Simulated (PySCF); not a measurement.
Al(F)(OH)(SMe) (CH4AlFOS), SMILES C[S][Al]([OH])[F].

Geometry: B3LYP-D3(BJ)/def2-SVP. The structure was generated by enumeration; whether it is a known compound was not checked. One conformer was computed; it need not be the lowest.

Two levels are set side by side: TDDFT-PBE/def2-SVPD (PySCF) and TDDFT-ωB97X/def2-SVPD (PySCF). Vertical, same geometry. The lowest singlet is HOMO→LUMO 100 % with PBE and HOMO→LUMO 78 % with the other functional; states are paired by order. Differences are taken from unrounded values.

```json
[
 {"quantity": "lowest singlet excitation (eV)", "TDDFT-ωB97X": "5.73"},
 {"quantity": "lowest triplet excitation (TDA) (eV)", "TDDFT-ωB97X": "5.50"},
 {"quantity": "first bright state (f over 0.05) (eV)", "TDDFT-ωB97X": "7.47"},
 {"quantity": "its oscillator strength", "TDDFT-ωB97X": "0.23"}
]
```

**Question.** What does TDDFT-PBE give, and how far is it from TDDFT-ωB97X? (The exact figures need the calculation; the answer reports its results.)

**Answer.** 
```tsv
quantity	TDDFT-PBE	TDDFT-PBE minus TDDFT-ωB97X
lowest singlet excitation (eV)	4.50	-1.23
lowest triplet excitation (TDA) (eV)	4.25	-1.25
first bright state (f over 0.05) (eV)	6.20	-1.27
its oscillator strength	0.18	-0.06
```

A lower first singlet is the usual sign of a functional without exact exchange. Differences between two approximate levels are no errors against the true value.

Rough cost on one machine, each run with all the roots and properties that it gave: TDDFT-ωB97X against TDDFT-PBE about 8 times.
